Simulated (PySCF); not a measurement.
Cartesian coordinates in Å; atom numbers follow the order of the lines, from 1:
```xyz
25

C    -2.403   -1.484    0.540
N    -1.376   -1.023   -0.349
P    -0.693    0.385   -0.263
C    -1.723    1.881   -0.477
C     0.562    0.454   -1.580
C     1.576   -0.688   -1.440
Si    2.501   -0.580    0.185
F     3.378   -1.935    0.416
C     1.253   -0.391    1.572
C     0.258    0.742    1.283
H    -2.096   -1.542    1.608
H    -2.708   -2.507    0.260
H    -3.333   -0.876    0.522
H    -1.114    2.798   -0.492
H    -2.279    1.791   -1.421
H    -2.447    1.946    0.348
H     1.044    1.447   -1.547
H     0.015    0.388   -2.535
H     2.277   -0.694   -2.290
H     1.024   -1.643   -1.452
H     3.463    0.565    0.180
H     0.706   -1.346    1.648
H     1.764   -0.230    2.535
H    -0.474    0.849    2.102
H     0.761    1.720    1.183
```

Level of theory: geometry from PBE0-D3(BJ)/def2-SVP, B97-2/pcSseg-1 with gauge-including orbitals, in PySCF 2.14.0 with density-fitted response routines (one conformer, fast rotation and ring inversion assumed for equivalent nuclei, no solvent model, relativity neglected).

Predict the 2D correlation tables (HSQC, COSY, HMBC).

## Answers



HSQC (one-bond C–H):
```tsv
δH	δC
2.92 (H11/H12/H13)	32.6 (C1)
1.91 (H18/H24)	23.8 (C5/C10)
1.69 (H20/H22)	7.9 (C6/C9)
1.02 (H14/H15/H16)	14.0 (C4)
0.96 (H17/H25)	23.8 (C5/C10)
0.91 (H19/H23)	7.9 (C6/C9)
```

COSY cross peaks (H two or three bonds apart, from the bond graph; peaks can be absent where the dihedral angle is near 90°):
```tsv
δH	δH
4.88 (H21)	1.69 (H20/H22)
4.88 (H21)	0.91 (H19/H23)
1.91 (H18/H24)	1.69 (H20/H22)
1.91 (H18/H24)	0.96 (H17/H25)
1.91 (H18/H24)	0.91 (H19/H23)
1.69 (H20/H22)	0.96 (H17/H25)
1.69 (H20/H22)	0.91 (H19/H23)
0.96 (H17/H25)	0.91 (H19/H23)
```

HMBC (two and three bonds, from the bond graph):
```tsv
δH	δC
4.88 (H21)	23.8 (C5/C10), 7.9 (C6/C9)
1.91 (H18/H24)	23.8 (C5/C10), 14.0 (C4), 7.9 (C6/C9)
1.69 (H20/H22)	23.8 (C5/C10), 7.9 (C6/C9)
1.02 (H14/H15/H16)	23.8 (C5/C10)
0.96 (H17/H25)	23.8 (C5/C10), 14.0 (C4), 7.9 (C6/C9)
0.91 (H19/H23)	23.8 (C5/C10), 7.9 (C6/C9)
```

References, each an isolated molecule treated in the same way: TMS for 1H (σref 31.38), 13C (σref 183.69).

Short H···H contacts in this conformer between protons four or more bonds apart (candidates for NOE cross peaks, intensity ∝ r⁻⁶): H14···H25 2.74 Å.

Shifts are as computed. Against solution values, carbons near 30 ppm lie about +1 ppm off and those near 130 ppm about +2 ppm. Of 1313 compounds with measured shifts, 239 miss one by over three times the rms of a fit or turn the order of signals round; such compounds aren't used in these exercises.
